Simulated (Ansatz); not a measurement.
Program: Ansatz. Geometries: PBE0-D4/def2-TZVP. ΔE: electronic, gas phase. CCSD(T)/CBS is the MP2 limit (def2-TZVPP, def2-QZVPP) plus CCSD(T) − MP2 in def2-TZVPP, frozen cores. This one scheme is used for every species. Functionals use def2-TZVPP. One conformer a species, not always the lowest.

`N[Si](F)(Cl)Cl` + H₂ → `N[SiH](Cl)Cl` + H–F  (hydrogenolysis of the Si–F bond)

`N[Si](F)(Cl)Cl`:

```xyz
7

N     0.435    0.861    0.509
Si   -0.240   -0.478   -0.240
F    -0.739   -1.611    0.750
Cl   -1.880    0.094   -1.286
Cl    1.152   -1.358   -1.422
H    -0.123    1.608    0.882
H     1.395    0.884    0.807
```

H₂:

Z-matrix (Å, degrees):
```
H
H 1 0.746
```

`N[SiH](Cl)Cl`:

```xyz
7

N     1.024    0.399   -0.175
Si   -0.451   -0.381    0.105
Cl   -0.878   -0.189    2.092
Cl   -2.053    0.387   -0.929
H     1.218    1.295    0.243
H     1.494    0.288   -1.060
H    -0.354   -1.799   -0.276
```

H–F:

```xyz
2

F     0.090    0.312   -0.326
H    -0.090   -0.312    0.326
```

```tsv
level	ΔE (kcal/mol)	difference from CCSD(T)/CBS
BLYP-D4	31.4	1.2
r2SCANh-D4	32.3	2.1
PBE	28.4	-1.8
BLYP	29.9	-0.3
r2SCAN0	31.6	1.4
CAM-B3LYP	31.4	1.2
HF/def2-TZVPP	30.4	0.2
SCS-MP2/def2-TZVPP	30.7	0.5
CCSD/def2-TZVPP	29.9	-0.3
CCSD/CBS(def2)	29.9	-0.3
CCSD(T)/CBS	30.2	0
```

Largest T1 diagnostic among the species: 0.010.

From BLYP to BHLYP (50 % exact exchange), in def2-TZVPP and without D4, ΔE moves by +0.9 kcal/mol. Leaving LDA and LC-ωPBE aside and taking each functional with its dispersion term where it has one, the values, not all of them listed here, spread over 4.1 kcal/mol, from HSE06-D4 to B97M-V. LDA lies +1.5 kcal/mol from PBE without D4. The D4 term adds +1.1 kcal/mol with B3LYP and +0.5 kcal/mol with PBE0; it sums over pairs of atoms, weighted by their polarisabilities, and B3LYP, whose exchange is more repulsive, gets the larger term.

B3LYP here is the variant with VWN-RPA as its local correlation; programs differ in this.
